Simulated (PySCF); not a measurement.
# TeOCl₄: fields on a plane

Level of theory: PySCF, PBE0, basis Te def2-SVP with ECP28, O def2-SVP, Cl def2-SVP (scalar-relativistic core potentials, no spin–orbit coupling, density fitting).

The singlet minimum has Te–Cl 2.355 Å (×2), Te–Cl 2.379 Å (×2), Te–O 1.801 Å; Cl–Te–Cl 86.7° (×4), Cl–Te–Cl 112.8°, Cl–Te–Cl 168.1°, Cl–Te–O 95.9° (×2), Cl–Te–O 123.6° (×2).

The plane holds Te1 at (0.00, 0.00), O2 at (1.80, 0.00), Cl3 at (-0.25, 2.37), Cl5 at (-0.25, -2.37) Å. Columns run from x = -2.25 to 4.05 Å, rows from y = 4.65 (top) to -4.35 Å, in steps of 0.3 Å. Other isomers or separated fragments may lie lower. Core electrons replaced by a potential are absent, the electrostatic potential uses the reduced nuclear charge, and values within about 0.7 Å of such atoms have no physical meaning.

**Question.** Give the lowest empty orbital (Å^-3/2) at -5.53 eV (cut at ±0.3; overall sign arbitrary). Lower edges of the bins (Å^-3/2): '0' -0.300, '1' -0.240, '2' -0.180, '3' -0.120, '4' -0.060, '5' 0.000, '6' 0.060, '7' 0.120, '8' 0.180, '9' 0.240; top 0.30.

**Answer.** 
```
5555555555555555555444
5555555555555555555444
5555555555555555555444
5555566666555555555444
5555667776555555555444
5555679986655555555444
5555689986555555555544
5555564165555555555554
5444336933444445555555
4444310002344445555555
4444321012344455555555
5444443334444455555555
5555566665544455555555
5556789876543456655555
5557899456531278765555
5567994036520099866555
5567994036520099866555
5557899456531278765555
5556789876543456655555
5555566665544455555555
5444443334444455555555
4444321012344455555555
4444310002344445555555
5444336933444445555555
5555564165555555555554
5555689986555555555544
5555679986655555555444
5555667776555555555444
5555566666555555555444
5555555555555555555444
5555555555555555555444
```

**Question.** Give the electron localisation function (set to 0 where the density is under 0.005 e/Å³). Lower edges of the bins: '0' 0.000, '1' 0.091, '2' 0.183, '3' 0.274, '4' 0.365, '5' 0.457, '6' 0.548, '7' 0.639, '8' 0.730, '9' 0.822; top 0.91.

**Answer.** 
```
0000000000000000000000
0000000000000000000000
0000122222100000000000
0012344444320000000000
0135667777652000000000
0357898899864100000000
1578982179986300000000
2579938919986300000000
2579929819985100000000
1478970049851000000000
0146888887510000000000
0012467764200134210000
0001244433213677520000
0001332222336999631000
0002324884258999841000
0012328118257118841000
0012328118257118841000
0002324884258999841000
0001332222336999631000
0001244433213677520000
0012467764200134210000
0146888887510000000000
1478970049851000000000
2579929819985100000000
2579938919986300000000
1578982179986300000000
0357898899864100000000
0135667777652000000000
0012344444320000000000
0000122222100000000000
0000000000000000000000
```
